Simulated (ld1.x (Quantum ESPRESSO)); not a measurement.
## PBE ultrasoft dataset for Br, non-relativistic all-electron reference.

Input for ld1.x (Quantum ESPRESSO) 7.5:

```
&input
   title='Br', zed=35., rel=0, dft='PBE', iswitch=3,
   config='[Ar] 3d10 4s2 4p5',
   nld=3, rlderiv=1.60, eminld=-7.0, emaxld=5.0, deld=0.02
 /
 &inputp
   pseudotype=3, tm=.true., lloc=-2, rcloc=1.25,
   nlcc=.true., rcore=0.35,
   file_pseudopw='Br.UPF', file_wfcaegen='ae.wfc', file_wfcncgen='nc.wfc', file_beta='beta', file_chi='chi', file_wfcusgen='us.wfc'
 /
6
4S  1  0   2.00   0.00  1.30  1.45  0.0
4S  1  0   0.00  -0.95  1.30  1.45  0.0
4P  2  1   5.00   0.00  1.25  1.45  0.0
4P  2  1   0.00  -0.20  1.25  1.45  0.0
3D  3  2  10.00   0.00  0.60  0.70  0.0
3D  3  2   0.00  -4.25  0.60  0.70  0.0
 &test
   configts(1)='3d10 4s2 4p5'
 /
```

Command:

```bash
ld1.x < Br.in > Br.out
```

Resulting log (shortened: banner, matrices, multipoles, cross overlaps and the repeated all-electron block are left out):

```
Program LD1 v.7.5
     --------------------------- All-electron run ----------------------------

     Br

     atomic number is 35.00
     dft =PBE   lsd =0 sic =0 latt =0  beta=0.20 tr2=1.0E-14
     Exchange-correlation= PBE
                           (   1   4   3   4   0   0   0)
     mesh =1213 r(mesh) =  98.95369 a.u. xmin = -7.00 dx = 0.01250
     1 Ry =  13.60569312 eV

     n l     nl                  e(Ry)          e(Ha)          e(eV)
     1 0     1S 1( 2.00)      -961.9378      -480.9689    -13087.8310
     2 0     2S 1( 2.00)      -123.5942       -61.7971     -1681.5847
     2 1     2P 1( 6.00)      -111.4071       -55.7036     -1515.7708
     3 0     3S 1( 2.00)       -16.8801        -8.4400      -229.6651
     3 1     3P 1( 6.00)       -12.6175        -6.3088      -171.6703
     3 2     3D 1(10.00)        -5.0236        -2.5118       -68.3496
     4 0     4S 1( 2.00)        -1.4274        -0.7137       -19.4209
     4 1     4P 1( 5.00)        -0.5803        -0.2902        -7.8956

     final scf error:  1.8E-15 reached in  30 iterations

     Etot =   -5147.557223 Ry,   -2573.778612 Ha,  -70036.083911 eV

     Ekin =    5144.521882 Ry,    2572.260941 Ha,   69994.785997 eV
     Encl =  -12307.786126 Ry,   -6153.893063 Ha, -167455.961055 eV
     Eh   =    2197.478663 Ry,    1098.739332 Ha,   29898.220336 eV
     Exc  =    -181.771643 Ry,     -90.885821 Ha,   -2473.129189 eV

     normalization and overlap integrals

     s(1S/1S) =  1.000000  <r> =   0.0437  <r2> =    0.0026  r(max) =   0.0289
     s(2S/2S) =  1.000000  <r> =   0.1937  <r2> =    0.0442  r(max) =   0.1624
     s(2P/2P) =  1.000000  <r> =   0.1672  <r2> =    0.0341  r(max) =   0.1297
     s(3S/3S) =  1.000000  <r> =   0.5625  <r2> =    0.3638  r(max) =   0.4939
     s(3P/3P) =  1.000000  <r> =   0.5688  <r2> =    0.3788  r(max) =   0.4878
     s(3D/3D) =  1.000000  <r> =   0.5881  <r2> =    0.4287  r(max) =   0.4305
     s(4S/4S) =  1.000000  <r> =   1.7065  <r2> =    3.3428  r(max) =   1.4472
     s(4P/4P) =  1.000000  <r> =   2.1112  <r2> =    5.2591  r(max) =   1.6814

     ------------------------ End of All-electron run ------------------------

     --------------------- Generating US pseudopotential ---------------------

      Generating local potential from pseudized AE potential:
      Matching radius rcloc =   1.2500
      Enforcing V''(0)=0 (lloc=-2)

      Local pseudo, rcloc= 1.246 Estimated cut-off energy=    20.42 Ry

      Computing core charge for nlcc:

       r > 0.35 : true rho core
       r < 0.35 : rho core = a sin(br)/r    a=  41.98  b=   4.97

      Integrated core pseudo-charge :   9.40

      Wfc   4S  rcut= 1.310  Using Troullier-Martins method
      Wfc-us  4S rcutus= 1.447  Estimated cut-off energy=    21.21 Ry

      Wfc   4S  rcut= 1.310  Using Troullier-Martins method
      Wfc-us  4S rcutus= 1.447  Estimated cut-off energy=    21.88 Ry

      Wfc   4P  rcut= 1.246  Using Troullier-Martins method
      Wfc-us  4P rcutus= 1.447  Estimated cut-off energy=    34.62 Ry

      Wfc   4P  rcut= 1.246  Using Troullier-Martins method
      Wfc-us  4P rcutus= 1.447  Estimated cut-off energy=    35.10 Ry

      Wfc   3D  rcut= 0.603  Using Troullier-Martins method
      Wfc-us  3D rcutus= 0.701  Estimated cut-off energy=   234.84 Ry

      Wfc   3D  rcut= 0.603  Using Troullier-Martins method
      Wfc-us  3D rcutus= 0.701  Estimated cut-off energy=   238.34 Ry

     ------------------- End of pseudopotential generation -------------------

     Computing logarithmic derivative in   1.60950
     Computing logarithmic derivative in   1.60950
     Computing the partial wave expansion
     R is outside the sphere for l=    0 j= 0.00
     R is outside the sphere for l=    0 j= 0.00
     R is outside the sphere for l=    1 j= 0.00
     R is outside the sphere for l=    1 j= 0.00
     R is outside the sphere for l=    2 j= 0.00
     R is outside the sphere for l=    2 j= 0.00

     ---------------------- Testing the pseudopotential ----------------------

     Br

     atomic number is 35.00   valence charge is 17.00
     dft =PBE   lsd =0 sic =0 latt =0  beta=0.20 tr2=1.0E-14
     mesh =1213 r(mesh) =  98.95369 xmin = -7.00 dx = 0.01250

     n l     nl             e AE (Ry)        e PS (Ry)    De AE-PS (Ry)
     3 2     3D   1(10.00)       -5.02360       -5.02360        0.00000
     1 0     4S   1( 2.00)       -1.42741       -1.42741        0.00000
     2 1     4P   1( 5.00)       -0.58032       -0.58032        0.00000

     eps = 1.2E-21  iter =  1

     Etot =   -5147.557223 Ry,   -2573.778612 Ha,  -70036.083911 eV
     Etotps =  -335.156201 Ry,    -167.578101 Ha,   -4560.032421 eV

     Ekin =     234.462212 Ry,     117.231106 Ha,    3190.020902 eV
     Encl =    -595.844450 Ry,    -297.922225 Ha,   -8106.876736 eV
     Ehrt =     259.225213 Ry,     129.612606 Ha,    3526.938697 eV
     Ecxc =     -68.457976 Ry,     -34.228988 Ha,    -931.418217 eV
     (Ecc =     -25.353840 Ry,     -12.676920 Ha,    -344.956561 eV)
     Epseu=    -164.541200 Ry,     -82.270600 Ha,   -2238.697067 eV

     ---------------------- End of pseudopotential test ----------------------
```

Generation and configuration tests took about 2.8 s on one core of a shared server CPU.

Transferability test of the new file with ld1.x, input:

```
&input
   title='Br', zed=35., rel=0, dft='PBE', iswitch=2,
   config='[Ar] 3d10 4s2 4p5'
 /
 &test
   file_pseudo='Br.UPF', nconf=8,
   configts(1)='3d10 4s2 4p5',
   configts(2)='3d10 4s2 4p4',
   configts(3)='3d10 4s2 4p3',
   configts(4)='3d10 4s2 4p2',
   configts(5)='3d10 4s1 4p5',
   configts(6)='3d10 4s2 4p4.5',
   configts(7)='3d10 4s1 4p6',
   configts(8)='3d10 4s2 4p5.3'
 /
```

```bash
ld1.x < Br.test.in > Br.test.out
```

Pseudopotential blocks of its output, shortened (energy terms left out; the distinct warnings before each block abridged to one line each):

```
     ---------------------- Testing the pseudopotential ----------------------

     n l     nl             e AE (Ry)        e PS (Ry)    De AE-PS (Ry)
     3 2     3D   1(10.00)       -5.02360       -5.02360        0.00000
     1 0     4S   1( 2.00)       -1.42741       -1.42741       -0.00000
     2 1     4P   1( 5.00)       -0.58032       -0.58032       -0.00000

     eps = 4.7E-15  iter =  1

     Etot =   -5147.557224 Ry,   -2573.778612 Ha,  -70036.083917 eV
     Etotps =  -335.156201 Ry,    -167.578101 Ha,   -4560.032423 eV

     ---------------------- End of pseudopotential test ----------------------

          ---------------------- Testing the pseudopotential ----------------------

     n l     nl             e AE (Ry)        e PS (Ry)    De AE-PS (Ry)
     3 2     3D   1(10.00)       -5.84463       -5.84227       -0.00236
     1 0     4S   1( 2.00)       -2.17657       -2.17657       -0.00000
     2 1     4P   1( 4.00)       -1.28490       -1.28488       -0.00002

     eps = 5.2E-15  iter = 10

     Etot =   -5146.632507 Ry,   -2573.316253 Ha,  -70023.502502 eV
     Etotps =  -334.231492 Ry,    -167.115746 Ha,   -4547.451117 eV
     dEtot_ae =       0.924717 Ry
     dEtot_ps =       0.924709 Ry,   Delta E=       0.000008 Ry

     ---------------------- End of pseudopotential test ----------------------

          Warning: n=3, l=2 expected 0 nodes, found 1
     ---------------------- Testing the pseudopotential ----------------------

     n l     nl             e AE (Ry)        e PS (Ry)    De AE-PS (Ry)
     3 2     3D   1(10.00)       -6.78734       -6.78026       -0.00708  !
     1 0     4S   1( 2.00)       -3.01080       -3.01078       -0.00002
     2 1     4P   1( 3.00)       -2.07246       -2.07237       -0.00008

     eps = 3.8E-16  iter =  9

     Etot =   -5144.959903 Ry,   -2572.479951 Ha,  -70000.745568 eV
     Etotps =  -332.558940 Ry,    -166.279470 Ha,   -4524.694879 eV
     dEtot_ae =       2.597321 Ry
     dEtot_ps =       2.597262 Ry,   Delta E=       0.000059 Ry

     ---------------------- End of pseudopotential test ----------------------

          ---------------------- Testing the pseudopotential ----------------------

     n l     nl             e AE (Ry)        e PS (Ry)    De AE-PS (Ry)
     3 2     3D   1(10.00)       -7.83240       -7.81779       -0.01461  !
     1 0     4S   1( 2.00)       -3.91157       -3.91151       -0.00006
     2 1     4P   1( 2.00)       -2.92591       -2.92569       -0.00022

     eps = 5.6E-15  iter = 10

     Etot =   -5142.465661 Ry,   -2571.232831 Ha,  -69966.809685 eV
     Etotps =  -330.064839 Ry,    -165.032420 Ha,   -4490.760911 eV
     dEtot_ae =       5.091562 Ry
     dEtot_ps =       5.091362 Ry,   Delta E=       0.000200 Ry

     ---------------------- End of pseudopotential test ----------------------

          ---------------------- Testing the pseudopotential ----------------------

     n l     nl             e AE (Ry)        e PS (Ry)    De AE-PS (Ry)
     3 2     3D   1(10.00)       -5.95037       -5.94421       -0.00617  !
     1 0     4S   1( 1.00)       -2.23129       -2.23138        0.00009
     2 1     4P   1( 5.00)       -1.32982       -1.32983        0.00001

     eps = 2.8E-16  iter =  9

     Etot =   -5145.735886 Ry,   -2572.867943 Ha,  -70011.303350 eV
     Etotps =  -333.334826 Ry,    -166.667413 Ha,   -4535.251353 eV
     dEtot_ae =       1.821338 Ry
     dEtot_ps =       1.821375 Ry,   Delta E=      -0.000037 Ry

     ---------------------- End of pseudopotential test ----------------------

          ---------------------- Testing the pseudopotential ----------------------

     n l     nl             e AE (Ry)        e PS (Ry)    De AE-PS (Ry)
     3 2     3D   1(10.00)       -5.41720       -5.41629       -0.00091
     1 0     4S   1( 2.00)       -1.78974       -1.78974       -0.00000
     2 1     4P   1( 4.50)       -0.92078       -0.92077       -0.00001

     eps = 3.5E-15  iter =  9

     Etot =   -5147.183017 Ry,   -2573.591508 Ha,  -70030.992574 eV
     Etotps =  -334.781996 Ry,    -167.390998 Ha,   -4554.941096 eV
     dEtot_ae =       0.374207 Ry
     dEtot_ps =       0.374206 Ry,   Delta E=       0.000001 Ry

     ---------------------- End of pseudopotential test ----------------------

          ---------------------- Testing the pseudopotential ----------------------

     n l     nl             e AE (Ry)        e PS (Ry)    De AE-PS (Ry)
     3 2     3D   1(10.00)       -5.12897       -5.12517       -0.00379
     1 0     4S   1( 1.00)       -1.48082       -1.48089        0.00007
     2 1     4P   1( 6.00)       -0.62172       -0.62173        0.00001

     eps = 1.9E-15  iter =  9

     Etot =   -5146.704053 Ry,   -2573.352026 Ha,  -70024.475938 eV
     Etotps =  -334.303002 Ry,    -167.151501 Ha,   -4548.424056 eV
     dEtot_ae =       0.853171 Ry
     dEtot_ps =       0.853199 Ry,   Delta E=      -0.000029 Ry

     ---------------------- End of pseudopotential test ----------------------

          ---------------------- Testing the pseudopotential ----------------------

     n l     nl             e AE (Ry)        e PS (Ry)    De AE-PS (Ry)
     3 2     3D   1(10.00)       -4.80588       -4.80619        0.00032
     1 0     4S   1( 2.00)       -1.22388       -1.22388        0.00000
     2 1     4P   1( 5.30)       -0.38928       -0.38928        0.00000

     eps = 9.5E-15  iter =  7

     Etot =   -5147.702393 Ry,   -2573.851197 Ha,  -70038.059050 eV
     Etotps =  -335.301370 Ry,    -167.650685 Ha,   -4562.007544 eV
     dEtot_ae =      -0.145170 Ry
     dEtot_ps =      -0.145169 Ry,   Delta E=      -0.000001 Ry

     ---------------------- End of pseudopotential test ----------------------
```
